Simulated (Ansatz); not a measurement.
Cost and result for the atomization energy of `F[SiH](Cl)[S][GeH3]` (9 atoms, 8 bonds).

```xyz
9

F     1.389    1.580    1.047
Si    1.393   -0.003    0.889
Cl    2.140   -0.368   -0.978
S    -0.524   -0.806    1.155
Ge   -1.505   -0.068   -0.725
H     2.299   -0.568    1.902
H    -1.189   -1.040   -1.866
H    -3.000   -0.071   -0.389
H    -1.002    1.345   -1.036
```

Total charge 0; spin multiplicity 1. Correlated methods include outer-core shells of Ge, which these sets cover unevenly. Scalar relativity is left out up to krypton. All single points use the PBE0-D4/def2-TZVP geometry. It is one conformer, not always the lowest. Program: Ansatz. All runs use 4 threads of a server CPU on a shared host. Times are those of one run each, without the atoms' runs, and a repeat can differ threefold. Electronic energies, without spin–orbit coupling; frozen cores. CCSD(T)/CBS adds CCSD(T) − MP2 in def2-TZVPP to the MP2 limit, and its time is that of the two runs behind it. T1 = 0.011. With those shells the extrapolation isn't a true limit. B3LYP takes the VWN-RPA correlation (the form of Gaussian; ORCA's B3LYP/G).

CCSD(T)/CBS is a level of theory with its own doubt, some kJ/mol a heavy atom from the limit and from the frozen cores, so smaller differences don't rank the functionals.

```
                             level  functions  wall time  atomization (kJ/mol)  difference from CCSD(T)/CBS  per bond
   PBE-D4/def2-TZVPP (with forces)        261      3.4 s                2842.0                        -16.6      -2.1
                PBE0-D4/def2-TZVPP        261      5.5 s                2812.3                        -46.3      -5.8
r2SCAN-D4/def2-TZVPP (with forces)        261      7.5 s                2858.1                         -0.5      -0.1
 B3LYP-D4/def2-TZVPP (with forces)        261      8.5 s                2805.4                        -53.2      -6.6
                 B2PLYP/def2-TZVPP        261      8.5 s                2783.3                        -75.3      -9.4
                ωB97X-V/def2-TZVPP        261       13 s                2868.9                         10.3       1.3
  ωB97M-V/def2-TZVPP (with forces)        261       19 s                2846.6                        -12.0      -1.5
                    MP2/def2-QZVPP        476       31 s                2875.0                         16.4       2.0
                CCSD(T)/def2-TZVPP        261    5.2 min                2773.8                        -84.8     -10.6
                 CCSD(T)/CBS(def2)          –    5.7 min                2858.6                          0.0       0.0
```

The D4 term adds +48.4 kJ/mol with B3LYP and +25.3 kJ/mol with PBE0; it sums over pairs of atoms, weighted by their polarisabilities, and B3LYP, whose exchange is more repulsive, gets the larger term. From PBE to PBE0 (25 % exact exchange), in def2-TZVPP and without D4, the atomization energy moves by −25.5 kJ/mol: exact exchange takes away binding that semilocal exchange gives to molecules. In def2-TZVPP, CCSD(T) changes the Hartree–Fock value by +685.2 kJ/mol (the triples alone add +46.1 kJ/mol) and MP2 by +735.9 kJ/mol; breaking electron pairs costs correlation energy, which Hartree–Fock lacks.
